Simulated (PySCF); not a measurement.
Worked example: entropy of an ideal gas

B(H)(Me)(SeH) (CH5BSe), SMILES CB[SeH].

Coordinates come from a PBE0-D3(BJ)/def2-SVP optimisation. One conformer was computed; it need not be the lowest.

PBE0-D3(BJ)/def2-SVP (PySCF) gives the harmonic wavenumbers 127, 243, 401, 611, 696, 729, 843, 872, 1036, 1137, 1313, 1427, 1430, 2456, 2634, 3042, 3121, 3159 cm⁻¹ and the rotational temperatures 1.6694, 0.1711, 0.1584 K. The molar mass is 106.83 g/mol, the symmetry number 1, the spin multiplicity 1.

Problem. Work out the entropy at 298.15 K and 1 atm in the rigid-rotor, harmonic-oscillator model.

Solution. 
Translation (Sackur–Tetrode at 1 atm): S = R[1.5 ln M + 2.5 ln T − 1.16487] = 167.0 J/(mol K).
Rotation: q = (√π/σ) T^1.5/√(θA θB θC) = 42900, S = R[ln q + 3/2] = 101.2 J/(mol K).
Vibration: with u = 1.4388 ν/T, each mode gives R[u/(e^u − 1) − ln(1 − e^−u)]:
| ν (cm⁻¹) | modes | u | S (J/(mol K)) |
|---|---|---|---|
| 127 | 1 | 0.61 | 12.51 |
| 243 | 1 | 1.17 | 7.45 |
| 401 | 1 | 1.94 | 4.01 |
| 611 | 1 | 2.95 | 1.80 |
| 696 | 1 | 3.36 | 1.30 |
| 729 | 1 | 3.52 | 1.14 |
| 843 | 1 | 4.07 | 0.73 |
| 872 | 1 | 4.21 | 0.65 |
| 1036 | 1 | 5.00 | 0.34 |
| 1137 | 1 | 5.49 | 0.22 |
| 1313 | 1 | 6.34 | 0.11 |
| 1427 | 1 | 6.89 | 0.07 |
| 1430 | 1 | 6.90 | 0.07 |
The stiffer modes add less than 0.005 each. Sum 30.4 J/(mol K).
Spin: R ln 1 = 0.0 J/(mol K).
Total 298.6 J/(mol K); the program's own thermochemistry gives 298.6. Translation makes up 56 % and vibration 10 %. Anharmonicity, hindered rotation and orbital degeneracy are left out.
